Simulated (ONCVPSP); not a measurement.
# Plane-wave convergence, ONCV potential for niobium

```
Element                 : Nb (Z = 41)
Generator               : ONCVPSP 4.0.1
Type                    : optimised norm-conserving Vanderbilt (ONCV)
Functional              : LDA (Perdew-Wang 92)
Relativity              : scalar-relativistic
Frozen core             : [Ar] 3d10
Valence charge          : 13
Reference configuration : 4s2 4p6 4d4 5p1
Partial waves           : 4s: rc 1.78 bohr, ncon 5, nbas 8, qcut 6.8 1/bohr, 2 projectors, debl 1.3 Ha; 4p+5p: rc 2.06 bohr, ncon 4, nbas 8, qcut 9.6 1/bohr, 2 projectors; 4d: rc 2.12 bohr, ncon 4, nbas 8, qcut 5.4 1/bohr, 1 projector
Local potential         : polynomial inside 1.38 bohr (lpopt 5, dvloc0 0 Ha)
Core correction         : Teter function, fcfact 4.75, rcfact 1.45
```

In the s channel the program set the typed energies aside and used -2.194, 0.250 Ha.

Task: For each optimised wave give the share of its norm inside rc, the residual kinetic energy above qcut (Ha) and the cutoffs (Ha) for errors of 10, 1, 0.1 and 0.01 mHa per electron.

Result:

| wave | norm inside rc | residual KE | 10 mHa | 1 mHa | 0.1 mHa | 0.01 mHa |
| --- | --- | --- | --- | --- | --- | --- |
| 4s | 0.926 | 9.2e-05 | 15.1 | 19.2 | 23.5 | 51.1 |
| s projector 2 | 0.039 | 2.8e-05 | 10.7 | 16.6 | 20.9 | 31.7 |
| 4p | 0.929 | 3.4e-09 | 13.2 | 23.4 | 29.3 | 34.0 |
| 5p | 0.028 | 1.3e-10 | 5.3 | 9.1 | 22.7 | 28.9 |
| 4d | 0.586 | 2.4e-04 | 10.2 | 12.9 | 21.0 | 50.5 |

The occupied waves need 23 Ha and 29 Ha for 1 and 0.1 mHa.
